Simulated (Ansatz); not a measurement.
In9P8⁺, relaxed as a singlet with RKS PBE-D4/def2-SVP in Ansatz, starting from the GFN1-xTB geometry. Force threshold 0.03 eV/Å.

In the def2 sets In takes a core potential; there is no spin–orbit coupling. The restricted singlet is unstable towards broken spin symmetry in Hartree–Fock (as tested in another run); at PBE-D4/def2-SVP this wasn't settled. Another isomer (singlet) lies 0.37 eV lower at PBE0-D4/def2-TZVP; other spin states weren't run for this one.

Start:

Cartesian coordinates in Å:
```
In -1.035 0.138 3.736
In -2.907 -0.039 -2.873
In 3.369 -1.853 -2.476
In -1.463 -2.699 -1.778
In 2.589 -0.664 1.517
In 0.343 2.378 5.150
In -0.564 -2.021 1.065
In 1.945 0.741 -1.255
In -0.330 2.645 -0.744
P -0.973 -0.128 -0.913
P 1.297 -2.016 -0.906
P 0.699 -1.718 -3.080
P -1.736 1.680 1.542
P -2.663 1.179 -0.382
P 0.219 0.691 1.283
P 1.392 1.350 3.036
P -0.182 0.336 -2.919
```

| step | energy (eV) | largest force component (eV/Å) | SCF passes |
| --- | --- | --- | --- |
| 1 | -120827.1063 | 1.371 | 30 |
| 2 | -120828.3999 | 0.536 | 31 |
| 3 | -120828.7800 | 0.401 | 32 |
| 4 | -120829.0880 | 0.397 | 31 |
| 5 | -120829.3665 | 0.348 | 30 |
| 6 | -120829.5747 | 0.351 | 31 |
| 7 | -120829.7605 | 0.317 | 30 |
| 8 | -120829.9433 | 0.255 | 31 |
| 9 | -120830.0826 | 0.189 | 30 |
| 10 | -120830.1751 | 0.155 | 25 |
| 11 | -120830.2365 | 0.153 | 25 |
| 12 | -120830.2647 | 0.235 | 25 |
| 13 | -120830.2967 | 0.165 | 25 |
| 14 | -120830.3237 | 0.178 | 25 |
| 15 | -120830.3607 | 0.174 | 25 |
| 16 | -120830.3689 | 0.299 | 25 |
| 17 | -120830.3984 | 0.262 | 25 |
| 18 | -120830.4078 | 0.173 | 25 |
| 19 | -120830.4155 | 0.152 | 25 |
| 20 | -120830.4193 | 0.055 | 25 |
| 21 | -120830.4221 | 0.035 | 25 |
| 22 (rejected) | -120830.4211 | 0.075 | 24 |
| 23 | -120830.4247 | 0.018 | 25 |
| 24 | -120830.4256 | 0.020 | 25 |

Force components are those of the run's own axes.

End:

| atom | x (Å) | y (Å) | z (Å) |
| --- | --- | --- | --- |
| In1 | -0.7520 | -0.6507 | 3.5885 |
| In2 | -2.5129 | -0.1636 | -3.7020 |
| In3 | 3.2963 | -2.3051 | -3.0896 |
| In4 | -1.5250 | -3.3441 | -2.2080 |
| In5 | 2.9175 | -0.7950 | 2.3504 |
| In6 | -0.2016 | 3.5142 | 3.7672 |
| In7 | 0.0223 | -1.5328 | 0.7975 |
| In8 | 2.3210 | 0.2593 | -1.2102 |
| In9 | -0.6646 | 3.2981 | -0.5001 |
| P10 | -1.8086 | -0.3738 | -0.8240 |
| P11 | 1.0594 | -2.6105 | -1.3692 |
| P12 | 0.4633 | -1.1915 | -3.0502 |
| P13 | -1.5444 | 1.5027 | 2.0422 |
| P14 | -2.7522 | 1.3489 | 0.2447 |
| P15 | 0.6379 | 1.2093 | 1.5897 |
| P16 | 1.3512 | 1.1255 | 3.6615 |
| P17 | -0.3076 | 0.7090 | -2.0884 |

Bonds lost: In2–P14, In4–P10, In8–P11, In9–P10, In9–P13, In9–P15 (atoms count from 1). Bonds formed: In6–P13 (atoms count from 1). Metal–metal contacts that move far: In8–In9 3.01 to 4.32 Å, In1–In6 2.99 to 4.20 Å, In4–In7 3.06 to 3.84 Å, In5–In8 3.17 to 3.76 Å.

The force fell under the threshold at step 23, but the optimiser went on. No frequencies were taken in this run, so the end may be a saddle point.

It took 1.7 min on 2 threads of AMD EPYC 7R13 on a shared host and a share (18 GiB) of an NVIDIA H100 80GB HBM3, peak host memory 1.1 GiB.
